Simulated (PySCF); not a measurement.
BClBr2, SMILES ClB(Br)Br.

Geometry: PBE0-D3(BJ)/def2-SVP.

Method: PySCF with r2SCAN/def2-TZVPD.

Symmetry labels are those of the subgroup C2v that the program uses (full group C2v).

Q: List the valence orbital energies around the gap with their symmetry. (The exact figures need the calculation; the answer reports its results.)

A: 
```
orbital  symmetry  energy (eV)
-------  --------  -----------
HOMO−7         A1       -11.34
HOMO−6         B2       -11.11
HOMO−5         B1       -10.09
HOMO−4         B2        -8.62
HOMO−3         B1        -8.53
HOMO−2         A1        -8.29
HOMO−1         A2        -8.12
HOMO           B2        -7.50
LUMO           B1        -2.65
LUMO+1         A1        -0.54
LUMO+2         A1         0.23
LUMO+3         B2         0.65
```
